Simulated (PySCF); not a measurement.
AlClBr₂, SMILES [Cl][Al]([Br])[Br]. Coordinates come from a PBE-D3(BJ)/def2-SVP optimisation. The structure was generated by enumeration; whether it is a known compound was not checked.

Calculation: PBE-D3(BJ)/def2-SVP (PySCF 2.14.0).

Harmonic wavenumbers (cm⁻¹): 97, 115, 175, 268, 508, 585. Rotational constants (GHz): 1.652, 0.8318, 0.5533; symmetry number 2.

Question: Work out the zero-point energy and the ideal-gas rigid-rotor harmonic-oscillator thermochemistry at 298.15 K and 1 atm.

Answer: ZPE = ½ Σ hcν = ½ × 1749 cm⁻¹ = 2.50 kcal/mol. H − E(el) = 6.69 kcal/mol. Entropy in cal/(mol K): translation 42.10, rotation 29.05, vibration 11.79, total 82.94. G − E(el) = -18.04 kcal/mol. Cp = 17.74 cal/(mol K). Modes under 150 cm⁻¹ make the vibrational entropy uncertain.
